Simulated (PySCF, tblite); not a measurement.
C₅H₁₁NO₂Si₂.
Z-matrix (Å and degrees, GFN2-xTB geometry), rows numbered from 1:
```
C 
C   1  1.3256
Si  2  1.8878  1  124.36
C   3  1.9018  2  106.98  1    12.76
C   4  1.3244  3  125.77  2  -106.51
O   4  1.3668  3  111.47  2    70.44
Si  6  1.6285  4  133.08  3  -165.94
C   3  1.9295  2  106.92  1   130.57
N   8  1.3482  3  116.93  2   -85.42
O   8  1.2172  3  120.85  2    92.29
H   1  1.0793  2  122.61  3  -179.22
H   1  1.0784  2  121.57  3     0.90
H   2  1.0840  1  118.46  3   179.31
H   3  1.4646  2  112.44  1  -109.35
H   5  1.0733  4  120.20  3    -3.39
H   5  1.0784  4  122.29  3   176.92
H   7  1.4573  6   98.29  4   176.06
H   7  1.4630  6  110.67  4    57.09
H   7  1.4637  6  111.75  4   -65.56
H   9  1.0093  8  119.71  3   179.18
H   9  1.0058  8  120.83  3    -4.44
```

Computed, not measured: PBE0/pcSseg-1 in PySCF (dipole) on a GFN2-xTB geometry, gas phase.

Take the most abundant isotopes and a rigid rotor. The values belong to one conformer with, in the numbering `[CH2:1]=[CH:2][Si@@H:3]([C:4](=[CH2:5])[O:6][SiH3:7])[C:8]([NH2:9])=[O:10]`, C1–C2–Si3–C4 13°, C2–Si3–C4–C5 -107°, Si3–C4–O6–Si7 -166°, C2–Si3–C8–N9 -85°, Si3–C8–N9–H 179° and -4°.

(1) Give the principal moments of inertia and the rotational constants in MHz.

(2) Classify the top.

(3) What does the inertial defect say?

(4) Give the other two planar moments, Paa and Pbb, and the rms extents of the mass along the axes.

(5) Give the coordinates in the principal-axis frame, origin at the centre of mass.

(6) Where do the levels up to J = 4 lie, in K?

(7) Predict some low-J microwave lines.

Results:

(1) Ia = 415.54, Ib = 750.38, Ic = 893.13 u·Å²; 505379 MHz·u·Å²/I gives A = 1216, B = 673.5, C = 565.8 MHz.

(2) An asymmetric top: κ = (2 × 673.5 − 1216 − 565.8)/(1216 − 565.8) = -0.67.

(3) Not planar: Δ = Ic − Ia − Ib = -272.78 u·Å². For a rigid frame Δ = −2 Σ m c², so Σ m c² = 136.39 u·Å² lies off the ab plane: 27.61 from hydrogen and 108.78 from heavier atoms. The atom farthest from that plane is 2.71 Å away.

(4) Paa = Σ m a² = (Ib + Ic − Ia)/2 = 613.99 and Pbb = Σ m b² = (Ia + Ic − Ib)/2 = 279.15 u·Å². With the mass M = 173.03 u, the rms extents √(P/M) along a, b and c are 1.88, 1.27, 0.89 Å.

(5) The sense of each axis is arbitrary; atoms in the order of the calculation.
```json
{"atom": "C1", "mass (u)": "12.000", "a (Å)": "-0.111", "b (Å)": "2.546", "c (Å)": "1.296"}
{"atom": "C2", "mass (u)": "12.000", "a (Å)": "-1.153", "b (Å)": "1.869", "c (Å)": "0.833"}
{"atom": "Si3", "mass (u)": "27.977", "a (Å)": "-1.072", "b (Å)": "0.629", "c (Å)": "-0.589"}
{"atom": "C4", "mass (u)": "12.000", "a (Å)": "0.769", "b (Å)": "0.270", "c (Å)": "-0.907"}
{"atom": "C5", "mass (u)": "12.000", "a (Å)": "1.476", "b (Å)": "0.709", "c (Å)": "-1.938"}
{"atom": "O6", "mass (u)": "15.995", "a (Å)": "1.319", "b (Å)": "-0.461", "c (Å)": "0.108"}
{"atom": "Si7", "mass (u)": "27.977", "a (Å)": "2.855", "b (Å)": "-0.803", "c (Å)": "0.527"}
{"atom": "C8", "mass (u)": "12.000", "a (Å)": "-1.962", "b (Å)": "-0.973", "c (Å)": "0.013"}
{"atom": "N9", "mass (u)": "14.003", "a (Å)": "-1.222", "b (Å)": "-1.857", "c (Å)": "0.712"}
{"atom": "O10", "mass (u)": "15.995", "a (Å)": "-3.148", "b (Å)": "-1.145", "c (Å)": "-0.200"}
{"atom": "H11", "mass (u)": "1.008", "a (Å)": "-0.188", "b (Å)": "3.240", "c (Å)": "2.119"}
{"atom": "H12", "mass (u)": "1.008", "a (Å)": "0.871", "b (Å)": "2.435", "c (Å)": "0.865"}
{"atom": "H13", "mass (u)": "1.008", "a (Å)": "-2.118", "b (Å)": "2.022", "c (Å)": "1.302"}
{"atom": "H14", "mass (u)": "1.008", "a (Å)": "-1.727", "b (Å)": "1.125", "c (Å)": "-1.801"}
{"atom": "H15", "mass (u)": "1.008", "a (Å)": "1.002", "b (Å)": "1.279", "c (Å)": "-2.714"}
{"atom": "H16", "mass (u)": "1.008", "a (Å)": "2.531", "b (Å)": "0.510", "c (Å)": "-2.038"}
{"atom": "H17", "mass (u)": "1.008", "a (Å)": "2.580", "b (Å)": "-1.536", "c (Å)": "1.756"}
{"atom": "H18", "mass (u)": "1.008", "a (Å)": "3.618", "b (Å)": "0.427", "c (Å)": "0.742"}
{"atom": "H19", "mass (u)": "1.008", "a (Å)": "3.521", "b (Å)": "-1.628", "c (Å)": "-0.482"}
{"atom": "H20", "mass (u)": "1.008", "a (Å)": "-1.649", "b (Å)": "-2.704", "c (Å)": "1.058"}
{"atom": "H21", "mass (u)": "1.008", "a (Å)": "-0.237", "b (Å)": "-1.710", "c (Å)": "0.848"}
```

(6) Above 0(0,0), as E/k:
J = 1: 1(0,1) 0.059, 1(1,1) 0.086, 1(1,0) 0.091
J = 2: 2(0,2) 0.178, 2(1,2) 0.199, 2(1,1) 0.215, 2(2,1) 0.293, 2(2,0) 0.294
J = 3: 3(0,3) 0.353, 3(1,3) 0.370, 3(1,2) 0.401, 3(2,2) 0.471, 3(2,1) 0.475, 3(3,1) 0.615, 3(3,0) 0.615
J = 4: 4(0,4) 0.585, 4(1,4) 0.596, 4(1,3) 0.647, 4(2,3) 0.709, 4(2,2) 0.718, 4(3,2) 0.854, 4(3,1) 0.855, 4(4,1) 1.053, 4(4,0) 1.053
The levels of one J sum to (2J + 1)J(J + 1)(A + B + C)/3.

(7) The dipole components are |μa| = 4.57 D, |μb| = 0.27 D, |μc| = 0.98 D. Intensities carry the squares of the components, which stand as 1.00 : 0.00 : 0.05 (a : b : c). Some lines, for components of 0.1 D or more:

```csv
type,branch,"J(Ka,Kc)",MHz,lower level (cm⁻¹)
c,Q,"2(1,2) ← 2(0,2)",450,0.124
c,Q,"1(1,1) ← 1(0,1)",543,0.041
b,Q,"1(1,0) ← 1(0,1)",650,0.041
b,Q,"2(1,1) ← 2(0,2)",772,0.124
a,R,"1(0,1) ← 0(0,0)",1239,0.000
c,R,"1(1,0) ← 0(0,0)",1890,0.000
b,R,"2(0,2) ← 1(1,1)",1922,0.059
a,R,"2(1,1) ← 1(1,0)",2586,0.063
b,R,"2(1,2) ← 1(0,1)",2914,0.041
c,R,"2(1,1) ← 1(0,1)",3237,0.041
c,R,"2(2,0) ← 1(1,0)",4229,0.063
c,R,"2(2,1) ← 1(1,1)",4322,0.059
```

Its GFN2-xTB frequencies are all real (lowest 26 cm⁻¹). No vibrational averaging or centrifugal distortion is included, and the geometry carries the error of its method. A rigid rotor knows nothing of internal rotation, which can split or shift real lines. Quadrupole hyperfine structure (14N) is left out.
